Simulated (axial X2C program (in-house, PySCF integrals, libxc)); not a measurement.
**Spin–orbit effects down a group: molecules with Br (ions), PBE0**

All values come from calculations with an in-house relativistic program for diatomic molecules, spin-free (one-electron X2C) or two-component (2c: spin–orbit coupling with atomic mean-field Coulomb and Gaunt terms, which also bring small scalar terms), in Dyall basis sets with cores contracted in-house; open shells are unrestricted.

Basis sets: Br dyall-acv3z, H dyall-av3z, Li dyall-av3z, Na dyall-av3z.

```json
{"molecule": "HBr⁻", "spin-free state": "M_S = 1/2, Λ = 0", "Re (Å)": "1.495", "ωe (cm⁻¹)": "1443.2", "De (eV)": "0.31", "2c state": "Ω = 1/2", "Re 2c (Å)": "1.501", "ωe 2c (cm⁻¹)": "1392.2", "De 2c (eV)": "0.30"}
{"molecule": "LiBr⁻", "spin-free state": "M_S = 1/2, Λ = 0", "Re (Å)": "2.286", "ωe (cm⁻¹)": "433.4", "De (eV)": "1.59", "2c state": "Ω = 1/2", "Re 2c (Å)": "2.287", "ωe 2c (cm⁻¹)": "432.8", "De 2c (eV)": "1.59"}
{"molecule": "NaBr⁻", "spin-free state": "M_S = 1/2, Λ = 0", "Re (Å)": "2.660", "ωe (cm⁻¹)": "214.0", "De (eV)": "1.15", "2c state": "Ω = 1/2", "Re 2c (Å)": "2.661", "ωe 2c (cm⁻¹)": "213.6", "De 2c (eV)": "1.14"}
```

(1) Work out the shifts from the spin-free to the two-component result.

Fragments in 2c: Br- + H, Br- + Li, Br- + Na. Each entry is the lowest single determinant of a limited PBE0 search at one distance. De goes to single-determinant-based atoms at the same level (for ions the charge split of lowest energy) and is withheld (n/a) where an atom does not fit its ground term or J level. Main or longest-lived isotopes.

Results:

(1) 

```
molecule  2c state  ΔRe (Å)  Δωe (cm⁻¹)  ΔDe (eV)
    HBr⁻   Ω = 1/2    0.006       -51.0     -0.01
   LiBr⁻   Ω = 1/2    0.001        -0.6      0.00
   NaBr⁻   Ω = 1/2    0.001        -0.4     -0.01
```

Shifts of one unit in the last digit are rounding.
